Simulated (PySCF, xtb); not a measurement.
fluoro(fluorosilylsulfanyl)silane (F2H4SSi2), SMILES F[SiH2]S[SiH2]F. One conformer was computed; it need not be the lowest.

Harmonic wavenumbers (cm⁻¹) from xtb with GFN2-xTB at its own minimum, in rising order: 36, 40, 95, 170, 206, 476, 491, 513, 525, 565, 576, 709, 718, 736, 751, 821, 850, 2371, 2383, 2407, 2438.

Q: What does PBE-D3(BJ)/def2-SVP run with PySCF give at its own minimum? (The exact figures need the calculation; the answer reports its results.)

A: 38, 47, 123, 224, 241, 484, 497, 556, 631, 717, 734, 838, 840, 856, 907, 923, 924, 2191, 2196, 2218, 2220. Paired by order, the mean absolute difference is 99 cm⁻¹ and the zero-point energies are 25.6 and 26.3 kcal/mol.
